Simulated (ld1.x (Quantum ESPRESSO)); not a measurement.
## bismuth: one change to a TM potential, before and after

```
Element                 : bismuth (Bi)
Generator               : ld1.x (Quantum ESPRESSO) 7.5
Type                    : norm-conserving Troullier–Martins (Kleinman–Bylander form)
Functional              : PBE
Relativity              : scalar-relativistic
Frozen core             : [Xe] 4f14
Valence charge          : 15
Reference configuration : 5d10 6s1.75 6p3.25
Partial waves           : 6s (bound): rc 2.00 bohr; 5d (bound): rc 1.30 bohr; 5f channel at 0.05 Ry: rc 2.15 bohr; 6p (bound): rc 1.90 bohr
Local potential         : the p channel
Core correction         : a·sin(br)/r model core inside 1.00 bohr
```

Change: fully relativistic.

Cutoffs: the cutoffs (Ry, on a coarse ladder) from which the occupation-weighted sum of valence levels, in a spherical-Bessel basis at the reference potential, stays within 10 and 1 mRy of its value at 400 Ry; they do not see the model core or the augmentation charge, which bear on the density cutoff. Errors are all-electron minus pseudo energies relative to the spin-unpolarised reference configuration.

**Question.** Predict the effect on cutoff, ghosts and configuration errors.

**Answer.** The potential gets neither clearly harder nor softer (90 Ry and 110 Ry → 90 Ry and 110 Ry); both files keep a bound ghost (s); the miss of the reference levels goes from 0.00 to 1.54 eV; of the 7 tests that both files solve, the error grows in 7 and shrinks in 0 by more than 15 % and 0.3 meV (median size 1.2 → 185.7 meV). In the changed file the local p channel has no projectors, so it cannot carry the spin–orbit splitting, and the file is wrong for that shell.

```tsv
quantity	base	changed
cutoff, loose	90 Ry	90 Ry
cutoff, tight	110 Ry	110 Ry
loose cutoff by channel (10 mRy a level)	s 18 Ry, d 45 Ry, p 25 Ry	s 18 Ry, d 50 Ry, p 25 Ry
bound ghosts	s	s
largest miss of a reference level, eV	0.00	1.54
error for 5d10 6s2 6p3, meV [ΔE -2.49 → -2.43 eV]	+0.3	+58
error for 5d10 6s2 6p2, meV [ΔE 5.43 → 5.63 eV]	-2.4	+337
error for 5d10 6s2 6p1, meV [ΔE 20.67 → 21.05 eV]	-9.6	+712
error for 5d10 6s2 6p2.5, meV [ΔE 0.61 → 0.73 eV]	-1.1	+186
error for 5d10 6s0 6p5, meV [ΔE 18.01 → 17.60 eV]	-8.1	-471
error for 5d10 6s2 6p3.3, meV [ΔE -3.58 → -3.57 eV]	+1.2	-10.0
error for 5d10 6s1 6p3, meV [ΔE 16.24 → 16.22 eV]	-0.8	+85
s: phases at 2.34 bohr within 0.05 rad from the reference energy up to (Ry; the scan ends near 5)	4.0	3.9
```

Changed file: These tests converged, but a pseudo level misses the all-electron one widely, so the file describes the atom poorly there or has found another state: 5d10 6s2 6p3: 6p by 1.5 eV; 5d10 6s2 6p1: 6p by 2.2 eV; 5d10 6s0 6p5: 6p by 1.7 eV; 5d10 6s2 6p3.3: 6p by 1.4 eV. A true bound ghost makes a file unfit for plane-wave use even where its test errors are small: the radial tests pick states by their node count and pass the ghost by.
